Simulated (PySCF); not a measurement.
# What a mistake does to a calculation on AlBCH2O

These are calculations, not measurements. They come from PySCF 2.14.0, an open-source quantum chemistry program, on an isolated molecule that a program drew, which may never have been made. The molecule is AlBCH2O (charge 0, singlet), drawn as the SMILES string `C=B[O][Al]`.

Each row is a Hartree-Fock (HF) and frozen-core CCSD(T) single point in the cc-pV(D+d)Z basis, meant for a local HF minimum. Run 1 is clean. Each other run has one planted mistake out of seven kinds, and not every kind appears here: one electron removed, one electron added, multiplicity raised by two, geometry at a saddle point, minimal basis STO-3G, one bond length entered in bohr, all coordinates scaled. The reference is restricted for singlets and unrestricted otherwise, and also for a bond in bohr. Adding or removing an electron swaps singlet and doublet. Electrons count all cores. HOMO and LUMO are orbital energies over both spins, the gradient is its largest component, and the lowest frequency (negative if imaginary) is given only where the gradient is small. Bond lengths are over the 5 bonds as drawn. T1 is the CCSD diagnostic: over 0.02 (restricted) or 0.045 (unrestricted) a single reference is doubtful.

Geometry of the clean run:
```xyz
6
AlBCH2O, angstrom
C    -2.6434    0.3723   -2.6181
B    -1.2725    0.5789   -2.4836
O     0.0057    0.7716   -2.3582
Al    1.7126    1.0271   -2.1935
H    -3.3646    1.0091   -2.1204
H    -3.0389   -0.4328   -3.2254
```

```
run  electrons  basis functions  <S^2>  HOMO (eV)  LUMO (eV)  gradient (hartree/bohr)  lowest frequency (cm^-1)  mean bond (Å)  longest bond (Å)      T1  HF (hartree)  CCSD(T) (hartree)                     mistake
  1         34               75  0.000      -7.81       0.93                  1.7e-05                        66         1.3184             1.734  0.0167    -380.55359         -381.03038                    no fault
  2         34               75  2.019      -4.23       1.16                  9.2e-02                         -         1.3184             1.734  0.0457    -380.44828         -380.90967  multiplicity raised by two
  3         34               26  0.000      -4.23       8.50                  4.1e-02                         -         1.3184             1.734  0.0219    -375.79714         -376.01015        minimal basis STO-3G
  4         33               75  0.757     -13.37      -5.15                  1.5e-01                         -         1.3184             1.734  0.0184    -380.32158         -380.75831        one electron removed
  5         35               75  0.778      -0.01       6.06                  7.3e-02                         -         1.3184             1.734  0.0217    -380.53627         -381.02119                           ?
  6         34               75  0.000      -7.62       0.83                  3.3e-02                         -         1.3777             1.812  0.0185    -380.54124         -381.02636                           ?
```

**Which mistake was planted in run 5, and what did it cost?**

It counts 35 electrons, one more than the clean run, at the same geometry and basis. So the mistake is: one electron added. Subtracting run 1 and multiplying by 627.51 kcal/mol a hartree, the energy moved by 10.9 kcal/mol in HF and 5.8 kcal/mol in CCSD(T).

**Which mistake was planted in run 6, and what did it cost?**

The mean and the longest bond both change by the same factor, 1.045, and the gradient is no longer small. So the mistake is: all coordinates scaled. Subtracting run 1 and multiplying by 627.51 kcal/mol a hartree, the energy moved by 7.7 kcal/mol in HF and 2.5 kcal/mol in CCSD(T).

Cautions from the logs. Run 2: T1 is over the limit, so its CCSD(T) energy is less reliable; run 3: T1 is over the limit, so its CCSD(T) energy is less reliable; run 5: the added electron raises the CCSD(T) energy, so it isn't bound in this basis.
